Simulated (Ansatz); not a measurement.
`C=N[Si](O)(F)Cl` and `O[Si](F)(Cl)Br` differ in one atom or group.

Ansatz, PBE0-D4/def2-TZVP geometries, multiplicity 1. Each molecule was computed in one conformer, which needn't be the lowest.

Scalar relativity is left out up to krypton. Spin–orbit coupling is left out; it splits and shifts lone-pair levels of the heavy atoms by tenths of an eV.

| property | `C=N[Si](O)(F)Cl` |
| --- | --- |
| HOMO energy (PBE0/def2-TZVPP) / eV | -7.80 |
| ideal-gas entropy at 298 K and 1 bar (rigid rotor, harmonic PBE0-D4/def2-TZVP) / J/(mol·K) | 363 |
| HOMO–LUMO gap (PBE0/def2-TZVPP) / eV | 6.32 |
| HOMO–LUMO gap (PBE/def2-TZVPP) / eV | 3.75 |
| size of the dipole moment (ωB97M-V/def2-TZVPP) / D | 2.28 |
| HOMO–LUMO gap (B3LYP/def2-TZVPP) / eV | 5.85 |

(1) Give the same properties after the change, and the shifts. (Estimate.)

## Answers

(1) Computed: 
```tsv
property	`O[Si](F)(Cl)Br`	shift
HOMO energy (PBE0/def2-TZVPP) / eV	-9.01	-1.21
ideal-gas entropy at 298 K and 1 bar (rigid rotor, harmonic PBE0-D4/def2-TZVP) / J/(mol·K)	353	-10
HOMO–LUMO gap (PBE0/def2-TZVPP) / eV	8.91	2.59
HOMO–LUMO gap (PBE/def2-TZVPP) / eV	6.58	2.83
size of the dipole moment (ωB97M-V/def2-TZVPP) / D	1.71	-0.57
HOMO–LUMO gap (B3LYP/def2-TZVPP) / eV	8.30	2.45
```

With PBE0 the HOMO falls by 1.21 eV and the LUMO rises by 1.38 eV, so the gap widens by about 2.59 eV. PBE moves the HOMO by -1.34 eV and ωB97M-V by -1.07 eV. The zero-point energy changes by -79.0 kJ/mol with -9 modes. Dipoles are sizes alone; their direction can turn.

B3LYP here is the variant with VWN-RPA as its local correlation; programs differ in this.
